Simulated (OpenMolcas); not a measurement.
# Cr III: Racah parameters, worked from levels

* Program: OpenMolcas 26.06
* Basis: ANO-RCC-VTZP [6s5p3d2f1g]
* Scalar Hamiltonian: DKH2, point nucleus
* Active space: 4 electrons in 6 orbitals (3d 4s)
* State averaging: 2S+1 = 5 even, 15 roots; 2S+1 = 3 even, 90 roots; 2S+1 = 1 even, 77 roots
* Spin-orbit coupling: RASSI with atomic mean-field integrals over the reference wave functions, term energies averaged over their components

Methods: CASSCF; MS-CASPT2, IPEA 0.25 Eh, imaginary shift 0.1 Eh (closed shells correlated: 3s 3p). Measured levels: Sugar and Corliss, J. Phys. Chem. Ref. Data 6, 317 (1977).

**Racah parameters.** Above ⁵D, d4 has ³G at 9B + 4C, ³H at 4B + 4C and ³D at 16B + 4C. The first two fix B and C, and the third tests them; where it misses by thousands of cm-1, two parameters do not describe the configuration (Trees and configuration-interaction terms are left out) and B and C hang on the terms chosen. Term energies are centres of gravity, weighted by 2J + 1.

```tsv
Source	³G	³H	B	C	C/B	³D from B, C	³D found
CASSCF	23041	17589	1090	3307	3.03	30668	30567
MS-CASPT2	21128	17550	716	3672	5.13	26144	26018
measured	20521	17065	691	3575	5.17	25356	25418
```

Energies in cm-1. From CASSCF to MS-CASPT2, B changes by -34.3 % and C by +11.0 %. Against the measured terms, MS-CASPT2 has B off by +3.6 % and C by +2.7 %.

Term energies are means over components that CASPT2 splits; among the terms shown or strongly mixed into the levels shown the widest spread is 140 cm-1 (3d⁴ ³H, MS-CASPT2). Without dynamic correlation excited terms often stand tens of per cent too high (terms of higher spin than the ground term too low), and those without a measured partner can miss by more than the paired ones (holds for CASSCF). Blocks of more than 70 roots (2S+1 = 3 even, 1 even) ran without multistate coupling (holds for MS-CASPT2). Configurations are named by rounded mean occupations; where the s occupation lies near a half they are strongly mixed, a name can repeat and a true partner stay unpaired (holds for MS-CASPT2). Computed and measured levels are paired by configuration, term and J; levels that our copy of the source lacks, or whose pairing is in doubt (as where it misses far off the trend of its configuration), stay unpaired and out of the deviations. Levels of configurations outside the active space are missing.
